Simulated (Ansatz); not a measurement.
Relaxation of the cluster Li3Br4 with UKS r2SCAN-D4/def2-SVP.

```sh
$ ansatz run in.yaml --threads 4 --pin off --events-out ev --progress --plain --max-ram 4787MiB
```

```yaml
crystal:
  periodic: [false, false, false]
  atoms:
    - {symbol: Li, position_ang: [2.040660, -3.230100, -0.407440]}
    - {symbol: Li, position_ang: [-1.939890, 2.762260, 0.435110]}
    - {symbol: Li, position_ang: [0.820040, -0.767790, -0.287170]}
    - {symbol: Br, position_ang: [-3.591060, 4.158040, 1.136600]}
    - {symbol: Br, position_ang: [-0.303130, 1.295600, -0.204640]}
    - {symbol: Br, position_ang: [3.168980, -1.248240, -0.807030]}
    - {symbol: Br, position_ang: [-0.195600, -2.969780, 0.134570]}
basis:
  gaussian: {orbitals: def2-SVP}
magnetization: {spin_polarized: true, initial_magnetization: 1}
hamiltonian: {xc: r2scan, dispersion: d4}
scf: {lower_state_search: "off"}
output: {orbitals: {seedname: orbitals}}
relax: {f_tol: 0.02, max_steps: 100}
```

It took 6.4 min on 4 threads of Arm Neoverse V1 on a shared host.

Positions (Å) and forces (eV/Å) at steps 1, 2, 4, 5, 7, 8, 9, 10, 11, 12, 13, 14, 15, 16, 17, 18, 19, 20, 21, 22, 23, 24, 25, 26, 27, 28, 31, 33, 34, 37 of 37:

```xyz
7
step=1 energy=-280772.5047 eV
Li    2.041   -3.230   -0.407    0.146   -0.304   -0.005
Li   -1.940    2.762    0.435    0.137   -0.117   -0.048
Li    0.820   -0.768   -0.287   -0.041    0.052   -0.020
Br   -3.591    4.158    1.137   -0.297    0.248    0.124
Br   -0.303    1.296   -0.205    0.071    0.063   -0.064
Br    3.169   -1.248   -0.807    0.101    0.087   -0.022
Br   -0.196   -2.970    0.135   -0.118   -0.030    0.036
7
step=2 energy=-280772.5570 eV
Li    2.136   -3.399   -0.408    0.008   -0.029   -0.009
Li   -1.987    2.835    0.453    0.044   -0.049   -0.002
Li    0.800   -0.730   -0.316    0.011   -0.074   -0.020
Br   -3.690    4.257    1.175   -0.090    0.073    0.036
Br   -0.312    1.380   -0.226    0.031    0.041   -0.037
Br    3.169   -1.329   -0.796    0.090    0.069   -0.008
Br   -0.116   -3.015    0.118   -0.095   -0.032    0.040
7
step=4 energy=-280772.5659 eV
Li    2.132   -3.394   -0.399   -0.008    0.014    0.007
Li   -1.981    2.828    0.466   -0.005   -0.014    0.022
Li    0.794   -0.754   -0.343   -0.017   -0.009    0.005
Br   -3.717    4.266    1.196    0.011   -0.011   -0.006
Br   -0.281    1.404   -0.268    0.015    0.027   -0.028
Br    3.192   -1.316   -0.784   -0.012   -0.009    0.006
Br   -0.140   -3.034    0.132    0.017    0.002   -0.006
7
step=5 energy=-280772.5740 eV
Li    2.116   -3.379   -0.354    0.028   -0.042   -0.001
Li   -1.945    2.765    0.508   -0.012   -0.011    0.011
Li    0.735   -0.757   -0.373   -0.033    0.069    0.005
Br   -3.713    4.199    1.228    0.056   -0.050   -0.021
Br   -0.188    1.500   -0.410   -0.008    0.002   -0.004
Br    3.140   -1.301   -0.735    0.076    0.056   -0.018
Br   -0.144   -3.027    0.137   -0.107   -0.025    0.028
7
step=7 energy=-280772.5934 eV
Li    1.961   -3.296   -0.183   -0.038    0.016    0.012
Li   -1.885    2.460    0.556    0.113   -0.045   -0.086
Li    0.736   -0.618   -0.469    0.036    0.018   -0.020
Br   -3.594    3.888    1.315   -0.037    0.009    0.029
Br   -0.050    1.665   -0.718   -0.067   -0.004    0.064
Br    3.155   -1.313   -0.670   -0.049   -0.006    0.008
Br   -0.325   -2.786    0.168    0.042    0.011   -0.006
7
step=8 energy=-280772.5990 eV
Li    1.918   -3.282   -0.137   -0.028    0.016    0.014
Li   -1.863    2.448    0.517    0.105   -0.043   -0.077
Li    0.758   -0.594   -0.518    0.024    0.005   -0.004
Br   -3.598    3.796    1.371   -0.027    0.003    0.022
Br   -0.017    1.684   -0.760   -0.072    0.022    0.054
Br    3.159   -1.334   -0.654   -0.042   -0.013    0.003
Br   -0.357   -2.718    0.182    0.041    0.011   -0.012
7
step=9 energy=-280772.6062 eV
Li    1.859   -3.278   -0.034   -0.028    0.054   -0.011
Li   -1.813    2.438    0.439   -0.003    0.012   -0.010
Li    0.788   -0.528   -0.545    0.016   -0.054   -0.011
Br   -3.604    3.625    1.465    0.034   -0.035   -0.013
Br    0.034    1.740   -0.841   -0.033    0.031    0.023
Br    3.136   -1.382   -0.657    0.025   -0.008    0.007
Br   -0.399   -2.614    0.174   -0.011    0.001    0.015
7
step=10 energy=-280772.6070 eV
Li    1.760   -3.181    0.028    0.031   -0.026    0.018
Li   -1.763    2.421    0.362   -0.094    0.037    0.064
Li    0.828   -0.532   -0.605   -0.040    0.037    0.001
Br   -3.594    3.448    1.545    0.094   -0.059   -0.058
Br    0.095    1.750   -0.891    0.010    0.019   -0.013
Br    3.168   -1.393   -0.648   -0.081   -0.053    0.018
Br   -0.494   -2.512    0.207    0.081    0.045   -0.029
7
step=11 energy=-280772.6169 eV
Li    1.696   -3.184    0.121   -0.017    0.074   -0.007
Li   -1.738    2.349    0.334   -0.021    0.013    0.019
Li    0.835   -0.458   -0.688    0.007   -0.045    0.022
Br   -3.556    3.269    1.610    0.085   -0.050   -0.058
Br    0.152    1.835   -0.990   -0.059    0.026    0.035
Br    3.141   -1.437   -0.611   -0.069   -0.046    0.014
Br   -0.531   -2.375    0.225    0.075    0.029   -0.025
7
step=12 energy=-280772.6235 eV
Li    1.636   -3.144    0.189   -0.028    0.082   -0.016
Li   -1.716    2.266    0.329    0.023   -0.003   -0.017
Li    0.857   -0.414   -0.722    0.020   -0.059    0.012
Br   -3.517    3.149    1.631    0.054   -0.035   -0.036
Br    0.179    1.877   -1.045   -0.074    0.023    0.053
Br    3.130   -1.469   -0.610   -0.062   -0.031    0.016
Br   -0.569   -2.265    0.227    0.066    0.024   -0.012
7
step=13 energy=-280772.6376 eV
Li    1.533   -3.065    0.276   -0.010    0.072   -0.016
Li   -1.682    2.138    0.312    0.054   -0.035   -0.032
Li    0.900   -0.369   -0.795    0.014   -0.040    0.012
Br   -3.460    2.966    1.655    0.008   -0.013   -0.005
Br    0.218    1.926   -1.091   -0.049    0.021    0.034
Br    3.113   -1.517   -0.607   -0.053   -0.028    0.014
Br   -0.621   -2.079    0.249    0.035    0.023   -0.007
7
step=14 energy=-280772.6584 eV
Li    1.428   -2.979    0.360    0.007    0.090   -0.025
Li   -1.633    1.988    0.297    0.067   -0.065   -0.034
Li    0.935   -0.321   -0.859    0.015   -0.042    0.013
Br   -3.404    2.784    1.674    0.007   -0.013   -0.004
Br    0.264    1.980   -1.142   -0.051    0.018    0.036
Br    3.089   -1.557   -0.606   -0.081   -0.039    0.024
Br   -0.678   -1.894    0.275    0.035    0.051   -0.010
7
step=15 energy=-280772.7009 eV
Li    1.331   -2.887    0.423    0.016    0.094   -0.019
Li   -1.582    1.803    0.298    0.082   -0.132   -0.023
Li    0.969   -0.281   -0.917    0.019   -0.031    0.012
Br   -3.347    2.641    1.670    0.002   -0.013   -0.002
Br    0.291    2.022   -1.170   -0.036    0.027    0.021
Br    3.061   -1.593   -0.605   -0.092   -0.041    0.024
Br   -0.723   -1.706    0.301    0.008    0.095   -0.012
7
step=16 energy=-280772.7669 eV
Li    1.261   -2.804    0.460    0.014    0.083    0.001
Li   -1.534    1.617    0.316    0.091   -0.220   -0.004
Li    0.993   -0.252   -0.950    0.029   -0.007   -0.006
Br   -3.294    2.561    1.644    0.001   -0.015   -0.003
Br    0.294    2.050   -1.176   -0.011    0.045    0.000
Br    3.034   -1.616   -0.608   -0.081   -0.036    0.015
Br   -0.754   -1.556    0.314   -0.042    0.149   -0.003
7
step=17 energy=-280772.8607 eV
Li    1.200   -2.726    0.492    0.013    0.093    0.012
Li   -1.484    1.425    0.339    0.107   -0.281    0.012
Li    1.012   -0.222   -0.979    0.047    0.012   -0.021
Br   -3.240    2.495    1.610    0.012   -0.022   -0.017
Br    0.290    2.078   -1.176   -0.006    0.063   -0.005
Br    3.008   -1.635   -0.611   -0.099   -0.035    0.012
Br   -0.786   -1.414    0.326   -0.074    0.169    0.007
7
step=18 energy=-280772.9425 eV
Li    1.159   -2.659    0.515   -0.008    0.088    0.026
Li   -1.431    1.236    0.367    0.034   -0.088    0.040
Li    1.029   -0.195   -0.996    0.090    0.036   -0.073
Br   -3.198    2.460    1.574    0.072   -0.061   -0.068
Br    0.285    2.109   -1.174   -0.035    0.032    0.040
Br    2.976   -1.651   -0.618   -0.106   -0.024    0.007
Br   -0.820   -1.300    0.332   -0.047    0.017    0.028
7
step=19 energy=-280772.9814 eV
Li    1.124   -2.547    0.651    0.032    0.061   -0.023
Li   -1.324    1.098    0.441   -0.011    0.153    0.030
Li    1.047   -0.146   -1.101   -0.055    0.007   -0.025
Br   -3.133    2.374    1.475    0.056   -0.020   -0.065
Br    0.269    2.175   -1.106   -0.015   -0.021    0.065
Br    2.883   -1.681   -0.661   -0.001   -0.016    0.016
Br   -0.865   -1.274    0.300   -0.007   -0.164    0.001
7
step=20 energy=-280773.0239 eV
Li    1.173   -2.457    0.694   -0.029    0.000    0.006
Li   -1.233    1.014    0.550   -0.046    0.050    0.065
Li    0.921   -0.166   -1.157    0.003   -0.048   -0.033
Br   -3.061    2.413    1.298    0.099    0.015   -0.099
Br    0.287    2.204   -0.966   -0.078   -0.074    0.107
Br    2.843   -1.620   -0.711   -0.010    0.066   -0.025
Br   -0.930   -1.388    0.292    0.062   -0.009   -0.022
7
step=21 energy=-280773.0875 eV
Li    1.211   -2.431    0.706   -0.024    0.012   -0.019
Li   -1.214    0.942    0.679   -0.076   -0.048    0.104
Li    0.858   -0.195   -1.231   -0.009   -0.048    0.040
Br   -2.992    2.509    1.143    0.188    0.005   -0.153
Br    0.234    2.173   -0.829   -0.090    0.043    0.064
Br    2.826   -1.561   -0.734    0.007    0.067   -0.043
Br   -0.923   -1.437    0.266    0.005   -0.031    0.008
7
step=22 energy=-280773.1784 eV
Li    1.234   -2.413    0.696    0.012    0.002   -0.051
Li   -1.201    0.858    0.779   -0.114   -0.047    0.122
Li    0.812   -0.200   -1.232    0.010   -0.047    0.045
Br   -2.883    2.578    0.996    0.301   -0.024   -0.210
Br    0.158    2.176   -0.742   -0.168    0.079    0.092
Br    2.818   -1.512   -0.760   -0.057    0.073   -0.018
Br   -0.938   -1.488    0.262    0.016   -0.036    0.020
7
step=23 energy=-280773.2232 eV
Li    1.250   -2.408    0.666    0.000   -0.011   -0.028
Li   -1.205    0.842    0.833   -0.067   -0.097    0.110
Li    0.772   -0.203   -1.217   -0.020   -0.057    0.018
Br   -2.846    2.586    0.898    0.292    0.004   -0.210
Br    0.182    2.152   -0.690   -0.224    0.139    0.111
Br    2.794   -1.459   -0.794   -0.004    0.037   -0.018
Br   -0.947   -1.509    0.304    0.024   -0.015    0.017
7
step=24 energy=-280773.3391 eV
Li    1.267   -2.411    0.657    0.017   -0.016   -0.048
Li   -1.204    0.770    0.915   -0.108   -0.047    0.121
Li    0.743   -0.190   -1.206   -0.025   -0.021    0.031
Br   -2.711    2.627    0.764    0.244   -0.021   -0.169
Br    0.074    2.179   -0.629   -0.131    0.094    0.054
Br    2.778   -1.428   -0.812   -0.021    0.041   -0.009
Br   -0.947   -1.546    0.312    0.024   -0.030    0.021
7
step=25 energy=-280773.3716 eV
Li    1.286   -2.439    0.615    0.019   -0.025   -0.029
Li   -1.236    0.716    0.996   -0.078    0.010    0.073
Li    0.709   -0.176   -1.168   -0.044    0.040    0.022
Br   -2.576    2.654    0.626   -0.246    0.048    0.071
Br   -0.007    2.208   -0.584    0.334   -0.087   -0.139
Br    2.763   -1.385   -0.831    0.002    0.032   -0.017
Br   -0.939   -1.580    0.347    0.012   -0.020    0.019
7
step=26 energy=-280773.4027 eV
Li    1.327   -2.523    0.520    0.015    0.061   -0.021
Li   -1.313    0.736    1.029    0.006    0.054    0.018
Li    0.637   -0.178   -1.131    0.038    0.015    0.046
Br   -2.622    2.675    0.495    0.017   -0.034   -0.035
Br    0.127    2.201   -0.509   -0.027   -0.075    0.040
Br    2.745   -1.321   -0.884   -0.042   -0.030   -0.025
Br   -0.901   -1.590    0.480   -0.005    0.008   -0.024
7
step=27 energy=-280773.4026 eV rejected
Li    1.337   -2.451    0.478    0.003   -0.029   -0.006
Li   -1.351    0.778    1.158   -0.022    0.073   -0.068
Li    0.673   -0.168   -1.047    0.028    0.002   -0.108
Br   -2.696    2.621    0.323    0.182   -0.101   -0.023
Br    0.202    2.161   -0.385   -0.158    0.065    0.109
Br    2.756   -1.397   -1.049   -0.171   -0.007    0.084
Br   -0.922   -1.544    0.521    0.138   -0.003    0.012
7
step=28 energy=-280773.4140 eV
Li    1.334   -2.499    0.522   -0.011    0.034   -0.015
Li   -1.322    0.759    1.092    0.012    0.005   -0.005
Li    0.652   -0.158   -1.121   -0.001   -0.022    0.021
Br   -2.648    2.639    0.411    0.008   -0.026   -0.028
Br    0.150    2.178   -0.437   -0.004    0.033    0.034
Br    2.722   -1.362   -0.951    0.024   -0.016   -0.030
Br   -0.887   -1.557    0.483   -0.028   -0.009    0.023
7
step=31 energy=-280773.4320 eV
Li    1.334   -2.490    0.440   -0.004    0.012   -0.017
Li   -1.319    0.813    1.220   -0.042    0.063   -0.034
Li    0.624   -0.078   -1.032    0.022   -0.016    0.009
Br   -2.687    2.449    0.035    0.131   -0.061    0.024
Br    0.285    2.228   -0.143   -0.089    0.009    0.008
Br    2.618   -1.422   -1.178   -0.043    0.007    0.016
Br   -0.855   -1.500    0.659    0.026   -0.013   -0.005
7
step=33 energy=-280773.4341 eV rejected
Li    1.319   -2.483    0.414   -0.033   -0.032    0.036
Li   -1.340    0.814    1.247   -0.014    0.025   -0.010
Li    0.653   -0.052   -1.031   -0.033   -0.005    0.017
Br   -2.654    2.409   -0.008   -0.011   -0.012    0.006
Br    0.278    2.243   -0.126    0.015   -0.015    0.010
Br    2.601   -1.431   -1.197    0.024    0.015   -0.029
Br   -0.857   -1.501    0.701    0.053    0.024   -0.030
7
step=34 energy=-280773.4357 eV
Li    1.327   -2.502    0.426   -0.001    0.004   -0.010
Li   -1.326    0.822    1.231   -0.006    0.004   -0.007
Li    0.626   -0.064   -1.013    0.002   -0.008    0.006
Br   -2.659    2.415    0.004   -0.011   -0.006    0.000
Br    0.275    2.242   -0.130    0.018    0.008    0.002
Br    2.598   -1.422   -1.189    0.007    0.001   -0.006
Br   -0.841   -1.491    0.670   -0.010   -0.003    0.014
7
step=37 energy=-280773.4371 eV
Li    1.317   -2.528    0.365   -0.009    0.001    0.004
Li   -1.346    0.847    1.257    0.000    0.001   -0.006
Li    0.627   -0.030   -0.950    0.003   -0.002    0.002
Br   -2.644    2.341   -0.132    0.008   -0.004    0.004
Br    0.301    2.270   -0.041   -0.005    0.002   -0.001
Br    2.552   -1.430   -1.263   -0.006    0.004    0.000
Br   -0.808   -1.469    0.764    0.009   -0.003   -0.003
```

In the doublet, Br4 and Br5 lie 2.95 Å apart (atoms count from 1), so these atoms are partly bonded to each other. Another isomer (doublet) lies 0.20 eV lower at PBE0-D4/def2-TZVP; other spin states weren't run for this one.
